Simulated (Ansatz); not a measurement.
Cost and result for the atomization energy of CH₇AlBN, SMILES `[BH2][Al]([CH3])[NH2]` (11 atoms, 10 bonds).

Cartesian coordinates in Å:
```
B 1.444 0.119 -1.621
Al -0.095 0.000 -0.152
C 0.255 -0.040 1.776
N -1.788 -0.067 -0.685
H 1.978 -0.847 -2.093
H 1.879 1.160 -2.033
H -0.666 -0.098 2.362
H 0.877 -0.899 2.050
H 0.799 0.853 2.101
H -2.579 -0.124 -0.063
H -2.105 -0.055 -1.641
```

The species carries charge 0 and has multiplicity 1. The geometry is a stationary point of PBE0-D4/def2-TZVP. It is one conformer, not always the lowest. Program: Ansatz. All runs use 2 threads of an Intel Xeon Platinum 8375C on a shared host. Times are those of one run each, without the atoms' runs, and a repeat can differ threefold. Electronic energies, without spin–orbit coupling; frozen cores. CCSD(T)/CBS adds CCSD(T) − MP2 in def2-TZVPP to the MP2 limit, and its time is that of the two runs behind it. T1 = 0.010. HSE06 is the plane-wave form, built on full-range PBE exchange.

CCSD(T)/CBS is a level of theory with its own doubt, some kJ/mol a heavy atom from the limit and from the frozen cores, so smaller differences don't rank the functionals.

```tsv
level	functions	wall time
LDA (SPW92)/def2-TZVPP	233	1.4 s
BLYP-D4/def2-TZVPP	233	2.2 s
PBE0-D4/def2-TZVPP	233	2.7 s
BHLYP-D4/def2-TZVPP	233	2.7 s
HSE06-D4/def2-TZVPP	233	2.9 s
CCSD(T)/def2-SVP	95	3.2 s
r2SCANh-D4/def2-TZVPP	233	4 s
B2PLYP/def2-TZVPP	233	5.5 s
B97M-V/def2-TZVPP	233	8.5 s
ωB97M-V/def2-TZVPP (with forces)	233	11 s
MP2/def2-QZVPP	451	20 s
CCSD(T)/def2-TZVPP	233	3.4 min
CCSD(T)/CBS(def2)	–	3.8 min
```

(1) What atomization energy does each give, and how far from CCSD(T)/CBS? (Best estimate.)

Results:

(1) Ansatz gave: 
| level | atomization (kcal/mol) | difference from CCSD(T)/CBS | per bond |
| --- | --- | --- | --- |
| LDA (SPW92)/def2-TZVPP | 994.2 | 106.6 | 10.7 |
| BLYP-D4/def2-TZVPP | 886.6 | -1.0 | -0.1 |
| PBE0-D4/def2-TZVPP | 886.6 | -1.0 | -0.1 |
| BHLYP-D4/def2-TZVPP | 873.6 | -14.0 | -1.4 |
| HSE06-D4/def2-TZVPP | 887.2 | -0.4 | 0.0 |
| CCSD(T)/def2-SVP | 837.5 | -50.1 | -5.0 |
| r2SCANh-D4/def2-TZVPP | 885.7 | -1.9 | -0.2 |
| B2PLYP/def2-TZVPP | 881.0 | -6.6 | -0.7 |
| B97M-V/def2-TZVPP | 892.1 | 4.5 | 0.5 |
| ωB97M-V/def2-TZVPP (with forces) | 892.0 | 4.4 | 0.4 |
| MP2/def2-QZVPP | 884.5 | -3.1 | -0.3 |
| CCSD(T)/def2-TZVPP | 865.2 | -22.4 | -2.2 |
| CCSD(T)/CBS(def2) | 887.6 | 0.0 | 0.0 |

The D4 term adds +6.2 kcal/mol with B3LYP and +3.3 kcal/mol with PBE0; it sums over pairs of atoms, weighted by their polarisabilities, and B3LYP, whose exchange is more repulsive, gets the larger term. At CCSD(T), def2-SVP lies −50.1 kcal/mol from the extrapolated value and def2-TZVPP −22.4 kcal/mol: correlation converges slowly with the basis, and small sets miss more of it in the bonded molecule than in its fragments. From BLYP to BHLYP (50 % exact exchange), in def2-TZVPP and without D4, the atomization energy moves by −9.6 kcal/mol: exact exchange takes away binding that semilocal exchange gives to molecules.

B3LYP here is the variant with VWN-RPA as its local correlation; programs differ in this.
